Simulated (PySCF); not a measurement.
Below is a simulated gas-phase Si 2p photoelectron spectrum of `F[Si](F)(F)F`.

Every computed line was given a Gaussian of 0.7 eV full width at half maximum and an area set by the number of equivalent atoms (split 2:1 within a doublet); the highest printed point is 100. The calculation used PySCF, delta-SCF UKS SCAN, pcX-3 on the ionised atom, pcseg-2 elsewhere, spin-free X2C.

| binding energy (eV) | intensity |
| --- | --- |
| 110.4 | 0 |
| 110.5 | 1 |
| 110.6 | 2 |
| 110.7 | 4 |
| 110.8 | 9 |
| 110.9 | 17 |
| 111.0 | 30 |
| 111.1 | 48 |
| 111.2 | 67 |
| 111.3 | 85 |
| 111.4 | 97 |
| 111.5 | 100 |
| 111.6 | 96 |
| 111.7 | 87 |
| 111.8 | 77 |
| 111.9 | 69 |
| 112.0 | 62 |
| 112.1 | 55 |
| 112.2 | 47 |
| 112.3 | 37 |
| 112.4 | 26 |
| 112.5 | 17 |
| 112.6 | 10 |
| 112.7 | 5 |
| 112.8 | 2 |
| 112.9 | 1 |
| 113.0 | 0 |
| 113.1 | 0 |

Task: How many maxima does the curve show, and how many computed lines lie under it?

Result: The curve has 1 maximum (at 111.5 eV). Under it lie 2 lines from 1 inequivalent silicon site, drawn as a 2p3/2, 2p1/2 pair. At this width some lines have no maximum of their own.

Task: Decompose the envelope and assign each component. Numbering: `[F:1][Si:2]([F:3])([F:4])[F:5]`.

Result: 
```
position (eV)  relative area      line  atoms             environment
       111.45           0.67  Si 2p3/2    Si2  fluorine-bound silicon
       112.07           0.33  Si 2p1/2    Si2  fluorine-bound silicon
```

Shake-up satellites, vibrational structure and lifetime widths aren't simulated. 2p3/2 and 2p1/2 are the ΔSCF energy of one spin-free 2p hole plus the eigenvalues of a spin–orbit and ligand-field matrix of the shell. 2p1/2 minus 2p3/2 (ligand field included): Si 0.63 eV. Geometry: PBE0-D3(BJ)/def2-TZVP; no solvent, vibrations or thermal averaging.
